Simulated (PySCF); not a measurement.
A calculated (PBE, PySCF 2.14, ANO-RCC-VTZP, scalar relativity by spin-free X2C-1e) atom or ion has these occupied shells.

```csv
shell,electrons,orbital energy (eV),"rms radius, mean of both spins (bohr)"
1s α,1,-44903.4,0.0264
1s β,1,-44903.4,0.0264
2s α,1,-7299.8,0.107
2s β,1,-7299.8,0.107
2p α,3,-6529.2,0.0959
2p β,3,-6529.1,0.0959
3s α,1,-1590.9,0.278
3s β,1,-1589.6,0.278
3p α,3,-1347.9,0.278
3p β,3,-1346.5,0.278
3d α,5,-1009.8,0.256
3d β,5,-1008.7,0.256
4s α,1,-315.37,0.630
4s β,1,-311.67,0.630
4p α,3,-235.34,0.669
4p β,3,-231.62,0.669
4d α,5,-121.17,0.742
4d β,5,-117.43,0.742
5s α,1,-39.823,1.54
5s β,1,-37.312,1.54
5p α,3,-20.791,1.83
5p β,3,-18.655,1.83
5d α,2,-1.071,4.01
4f α,5,-0.766,1.31
```

Question: Name the element and its charge.

Answer: Pm (promethium, neutral), in [Xe] 4f5 5d2, one real determinant (an excited configuration).
